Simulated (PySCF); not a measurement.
## Basis-set dependence of population analyses: trifluoroacetic acid

Compound: trifluoroacetic acid, C₂HF₃O₂.
Numbering: `[O:1]=[C:2]([OH:3])[C:4]([F:5])([F:6])[F:7]` (hydrogens: H8 on O3)

PBE0 throughout (PySCF), one geometry, spherical d and f functions. One conformer (not necessarily the lowest) at the PBE0-D3(BJ)/def2-SVP geometry, without solvent, vibrations or thermal averaging. Atoms taken as equivalent share a column and are averaged.

Mulliken charges (e):

```csv
basis,functions,O1,C2,O3,C4,F5/F6/F7,H8
STO-3G,36,-0.225,+0.210,-0.246,+0.331,-0.105,+0.244
pcSseg-0,65,-0.437,+0.566,-0.575,+0.965,-0.309,+0.406
6-31G,65,-0.345,+0.415,-0.529,+0.795,-0.253,+0.423
6-31G*,100,-0.402,+0.452,-0.579,+0.928,-0.284,+0.450
cc-pVDZ,103,-0.210,+0.117,-0.153,+0.525,-0.151,+0.174
def2-SVP,103,-0.201,+0.112,-0.181,+0.557,-0.164,+0.205
pcSseg-1,124,-0.360,+0.359,-0.338,+0.831,-0.249,+0.256
aug-cc-pVDZ,170,-0.471,+0.431,-0.424,+1.573,-0.430,+0.180
"6-311+G(2d,p)",195,-0.400,+0.457,-0.380,+0.850,-0.281,+0.316
def2-TZVP,223,-0.262,+0.211,-0.334,+0.457,-0.139,+0.343
cc-pVTZ,224,-0.253,+0.169,-0.220,+0.488,-0.139,+0.232
IGLO-III,255,-0.412,+0.510,-0.377,+0.502,-0.178,+0.309
```

IAO charges (e):

```
        basis  functions      O1      C2      O3      C4  F5/F6/F7      H8
       STO-3G         36  -0.234  +0.216  -0.280  +0.415    -0.133  +0.281
     pcSseg-0         65  -0.375  +0.428  -0.417  +0.711    -0.240  +0.375
        6-31G         65  -0.377  +0.434  -0.428  +0.709    -0.241  +0.385
       6-31G*        100  -0.413  +0.487  -0.450  +0.779    -0.261  +0.381
      cc-pVDZ        103  -0.406  +0.481  -0.449  +0.771    -0.260  +0.383
     def2-SVP        103  -0.405  +0.479  -0.445  +0.772    -0.261  +0.382
     pcSseg-1        124  -0.413  +0.489  -0.452  +0.776    -0.262  +0.386
  aug-cc-pVDZ        170  -0.418  +0.497  -0.462  +0.784    -0.265  +0.395
6-311+G(2d,p)        195  -0.419  +0.499  -0.463  +0.783    -0.265  +0.395
    def2-TZVP        223  -0.420  +0.501  -0.463  +0.793    -0.268  +0.393
      cc-pVTZ        224  -0.419  +0.499  -0.463  +0.791    -0.267  +0.393
     IGLO-III        255  -0.420  +0.500  -0.464  +0.788    -0.266  +0.396
```

Hirshfeld charges (e):

| basis | functions | O1 | C2 | O3 | C4 | F5/F6/F7 | H8 |
| --- | --- | --- | --- | --- | --- | --- | --- |
| STO-3G | 36 | -0.191 | +0.130 | -0.121 | +0.248 | -0.074 | +0.156 |
| pcSseg-0 | 65 | -0.233 | +0.184 | -0.157 | +0.249 | -0.082 | +0.203 |
| 6-31G | 65 | -0.238 | +0.189 | -0.160 | +0.257 | -0.084 | +0.205 |
| 6-31G* | 100 | -0.249 | +0.189 | -0.155 | +0.248 | -0.079 | +0.204 |
| cc-pVDZ | 103 | -0.236 | +0.177 | -0.150 | +0.238 | -0.076 | +0.200 |
| def2-SVP | 103 | -0.242 | +0.188 | -0.154 | +0.247 | -0.080 | +0.202 |
| pcSseg-1 | 124 | -0.243 | +0.191 | -0.157 | +0.254 | -0.082 | +0.202 |
| aug-cc-pVDZ | 170 | -0.239 | +0.187 | -0.156 | +0.249 | -0.081 | +0.202 |
| 6-311+G(2d,p) | 195 | -0.240 | +0.185 | -0.155 | +0.250 | -0.082 | +0.205 |
| def2-TZVP | 223 | -0.241 | +0.187 | -0.157 | +0.247 | -0.081 | +0.205 |
| cc-pVTZ | 224 | -0.241 | +0.187 | -0.156 | +0.246 | -0.080 | +0.203 |
| IGLO-III | 255 | -0.239 | +0.187 | -0.157 | +0.249 | -0.081 | +0.204 |

ESP-fitted charges (e):

```tsv
basis	functions	O1	C2	O3	C4	F5/F6/F7	H8
STO-3G	36	-0.371	+0.484	-0.505	+0.428	-0.140	+0.385
pcSseg-0	65	-0.533	+0.699	-0.713	+0.798	-0.260	+0.528
6-31G	65	-0.516	+0.693	-0.703	+0.684	-0.230	+0.533
6-31G*	100	-0.448	+0.562	-0.549	+0.378	-0.132	+0.453
cc-pVDZ	103	-0.433	+0.515	-0.516	+0.494	-0.165	+0.434
def2-SVP	103	-0.460	+0.566	-0.551	+0.517	-0.174	+0.451
pcSseg-1	124	-0.476	+0.593	-0.572	+0.522	-0.176	+0.462
aug-cc-pVDZ	170	-0.458	+0.554	-0.531	+0.480	-0.163	+0.443
6-311+G(2d,p)	195	-0.452	+0.548	-0.539	+0.471	-0.160	+0.453
def2-TZVP	223	-0.452	+0.545	-0.537	+0.457	-0.155	+0.452
cc-pVTZ	224	-0.445	+0.537	-0.521	+0.439	-0.150	+0.440
IGLO-III	255	-0.449	+0.540	-0.523	+0.447	-0.153	+0.443
```

Some averages cover members that differ in this geometry, most widely: F5/F6/F7, Mulliken in aug-cc-pVDZ -0.447 to -0.421 e.

Which scheme is steadiest as the basis changes?

Largest range over the bases for any column: Hirshfeld 0.06 e, IAO 0.38 e, ESP-fitted 0.42 e, Mulliken 1.24 e. Hirshfeld charges move least and Mulliken charges most, counted in e. Without the minimal STO-3G basis the ranges are Hirshfeld 0.02, IAO 0.08, ESP-fitted 0.42, Mulliken 1.12 e.

How much do the charges still move between the two largest bases, cc-pVTZ and IGLO-III?

At most, over all atoms: Mulliken 0.341 e, IAO 0.003 e, Hirshfeld 0.003 e, ESP-fitted 0.009 e.

What do the same runs give for the total energy, the frontier levels and the dipole moment?

| basis | energy (Eh) | HOMO (eV) | LUMO (eV) | μ (D) |
| --- | --- | --- | --- | --- |
| STO-3G | -518.9190 | -4.61 | 2.93 | 1.56 |
| pcSseg-0 | -525.0187 | -9.41 | -1.37 | 2.32 |
| 6-31G | -526.1002 | -9.28 | -1.33 | 2.42 |
| 6-31G* | -526.2654 | -8.78 | -0.63 | 2.10 |
| cc-pVDZ | -526.3120 | -8.80 | -0.66 | 2.15 |
| def2-SVP | -525.8823 | -9.01 | -0.84 | 2.20 |
| pcSseg-1 | -526.2405 | -9.22 | -1.05 | 2.21 |
| aug-cc-pVDZ | -526.3571 | -9.23 | -1.19 | 2.20 |
| 6-311+G(2d,p) | -526.4545 | -9.29 | -1.22 | 2.25 |
| def2-TZVP | -526.5096 | -9.19 | -1.07 | 2.21 |
| cc-pVTZ | -526.4817 | -9.09 | -0.95 | 2.18 |
| IGLO-III | -526.5155 | -9.24 | -1.17 | 2.21 |

The dipole is fixed by the density alone, so its range of 0.86 D shows that the density itself changes with the basis, not only its division among atoms.
